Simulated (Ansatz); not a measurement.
Species: H₃GeO, charge 0, doublet. H3GeO (SMILES [GeH2][OH], doublet).
B3LYP-D3(BJ)/def2-TZVP minimum from Ansatz (a quantum-chemistry and plane-wave program):
```xyz
5

Ge     0.2433     0.2510     0.1136
O     -1.0412    -0.8446    -0.5109
H      0.9185    -0.4316     1.3464
H      1.2244     0.3597    -1.0826
H     -1.6007    -1.2022     0.1868
```
Charge 0, spin multiplicity 2.

Atomisation energy term by term, kcal/mol (programs: Ansatz). UHF or UKS for unpaired electrons; spin-orbit terms are left out. Correlated methods leave the cores frozen (noble-gas shells, and filled d and f shells in the p block). No relativity. CBS(X,Y): correlation extrapolated as X^-3, Hartree-Fock from the larger set. A bracket is a step between two methods taken in the basis named. For partners of very few electrons the exact lower level stands in for a higher one.

| term | basis | kcal/mol |
|---|---|---|
| Hartree-Fock | cc-pVQZ | 225.18 |
| CCSD correlation | CBS(cc-pVTZ,cc-pVQZ) | 100.11 |
| (T) | CBS(cc-pVTZ,cc-pVQZ) | 5.82 |
| CCSDT(Q) - CCSD(T) | cc-pVTZ | 0.23 |
| CCSDTQ - CCSDT(Q) | cc-pVDZ | -0.07 |
| sum: De |  | 331.3 |

The step beyond CCSD(T) by other levels: CCSDTQ in cc-pVDZ 0.59; CCSDT(Q) in cc-pVDZ 0.66 kcal/mol.
